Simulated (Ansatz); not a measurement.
`[O]=[Mo]([F])([F])([F])[Cl]` + `[NH2][Mo](=[S])(=[S])[Cl]` → `[O]=[Mo]([F])([F])([Cl])[Cl]` + `[NH2][Mo]([F])(=[S])=[S]` at 298.15 K and 1 bar (redistribution).

Gas-phase electronic energies from Ansatz, PBE0-D4/def2-TZVP geometries. CBS: MP2 limit from def2 TZ/QZ plus the TZ coupled-cluster correction, frozen cores. Elements past krypton have def2 core potentials. For Mo outer-core shells are correlated without core-valence functions, which leaves a few kJ/mol of doubt a bond. Each species was taken in one conformer, which may not be the lowest.

```
                       species  CCSD(T)/CBS energy (Eh)  H − E (kJ/mol)  S (J/(mol·K))
 `[O]=[Mo]([F])([F])([F])[Cl]`               -902.64600            52.8          359.2
   `[NH2][Mo](=[S])(=[S])[Cl]`              -1379.53298           102.5          364.2
`[O]=[Mo]([F])([F])([Cl])[Cl]`              -1262.62989            51.1          371.5
    `[NH2][Mo]([F])(=[S])=[S]`              -1019.53735           104.0          352.3
```

H − E and S are ideal-gas, rigid-rotor, harmonic terms from PBE0-D4/def2-TZVP, for one conformer and one mirror image of each species. 1 Eh = 2625.50 kJ/mol, R = 8.31446 J/(mol·K).

Problem. By hand: ΔE, ΔH, ΔS and ΔG.

Solution. ΔE = (-1262.62989) + (-1019.53735) − (-902.64600) − (-1379.53298) = 0.01174 Eh = 30.8 kJ/mol. Δ(H − E) = 51.1 + 104.0 − 52.8 − 102.5 = -0.2, so ΔH = 30.6 kJ/mol. ΔS = 371.5 + 352.3 − 359.2 − 364.2 = 0.4 J/(mol·K). ΔG = 30.6 − 298.15 × (0.4)/1000 = 30.5 kJ/mol.

Problem. By hand: the equilibrium constant, and the temperature at which ΔG would vanish if ΔH and ΔS stayed fixed.

Solution. log₁₀ K = −ΔG/(RT ln 10) = -5.3. ΔG = 0 at ΔH/ΔS = 76500 K, far beyond where these terms or the molecules hold.

The number of gas molecules stays the same, so ΔS is small and ΔH decides. A doubt of 5 kJ/mol in ΔE shifts log₁₀ K by 0.9 here. Other conformers and mirror images would add mixing entropy, several J/(mol·K) or more a flexible species. These are equilibria of isolated gas molecules and say nothing of rates. Largest T1 diagnostic: 0.024 (customary marks: 0.02 for closed shells, 0.045 for open ones).
